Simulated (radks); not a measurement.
Values are calculated unless marked as measured or tabulated.
Task: Ionisation of Si2+, [Ne] 3s2, to Si3+, [Ne] 3s1, under several functionals. Dirac Kohn-Sham, spin-unpolarised, spherical densities, finite nucleus; a radial shooting solver on a logarithmic mesh with Libxc functionals. Known Delta-SCF values: Wu-Cohen GGA 33.949 eV; exchange-only B88 33.196 eV; revPBE 33.878 eV. What does XLYP give, and what is its highest occupied eigenvalue?

Result: 34.037 eV by Delta-SCF; the 3s1/2 eigenvalue is -28.507 eV. NIST: 33.493 eV (measured).

Beside tabulated values, note that spin-unpolarised runs miss the spin-polarisation part of the exchange energy of open shells.
